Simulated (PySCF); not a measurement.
Isomers of C7H11Cl, one GFN2-xTB conformer each. Single-point energies are computed at PBE0/pcSseg-1 (PySCF, gas phase, no added dispersion term), electronic only.

Question: Rank them by PBE0/pcSseg-1 energy, lowest first (kJ/mol).
A. `[CH2:1]=[C:2]=[C:3]([CH3:4])[C@@H:5]([Cl:6])[CH2:7][CH3:8]` with C2–C3–C5–Cl6 -101°, C3–C5–C7–C8 176°
B. `[CH:1]#[C:2][C@H:3]([Cl:4])[CH2:5][CH:6]([CH3:7])[CH3:8]` with C2–C3–C5–C6 -61°, C3–C5–C6–C7 -64°

Answer: A (0.0), B (40.9).

As drawn, the lower has cumulated double bonds and a C=C bond outside aromatic rings, which the higher lacks; the higher has a C≡C bond, which the lower lacks. GFN2-xTB itself gives, in the same order: 0.0, 8.2. Both levels put the same isomer lowest.

Question: Which frontier levels, dipoles and rotational constants go with these structures?

Answer: 
```
              SMILES  HOMO (eV, PBE0/pcSseg-1)  LUMO (eV)  dipole (D)       A, B, C (MHz)
C=C=C(C)[C@@H](Cl)CC                     -7.28      -0.14        2.03   2008, 1229, 942.9
  C#C[C@H](Cl)CC(C)C                     -8.11      -0.28        2.29  2338, 980.2, 822.1
```
